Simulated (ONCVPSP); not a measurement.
Configuration tests for V (ONCV)

V (Z = 23), optimised norm-conserving Vanderbilt (ONCV), made with ONCVPSP 4.0.1 (PBE, scalar-relativistic). Core [Ne], reference 3s2 3p6 3d3 4s2. Waves: 3s+4s: rc 1.85 bohr, ncon 3, nbas 7, qcut 7 1/bohr, 2 projectors; 3p: rc 1.55 bohr, ncon 4, nbas 9, qcut 9.7 1/bohr, 2 projectors, debl 1.1 Ha; 3d: rc 2.25 bohr, ncon 4, nbas 9, qcut 6.1 1/bohr, 2 projectors, debl 0.8 Ha. Local part: polynomial inside 1.05 bohr (lpopt 5, dvloc0 0 Ha). Core correction: none.

In the p channel the program set the typed energies aside and used -1.618, 0.250 Ha.

Energies are relative to the spin-unpolarised reference configuration 3s2 3p6 3d3 4s2; without spin polarisation the order of configurations can differ from experiment.

| valence configuration | charge | ΔE all-electron (eV) | error AE − PS (meV) |
| --- | --- | --- | --- |
| 3s2 3p6 3d3 4s0 | +2 | 22.031 | -9.7 |
| 3s2 3p6 3d2 4s0 | +3 | 50.928 | +206 |

(1) What are ΔE and the potential's error for 3s2 3p5 3d3 4s2?

(2) What are ΔE and the potential's error for 3s2 3p6 3d3 4s1?

## Answers

(1) ΔE = 50.947 eV all-electron; the error (AE − PS) is -291 meV.

(2) ΔE = 7.735 eV all-electron; the error (AE − PS) is 0.0 meV.
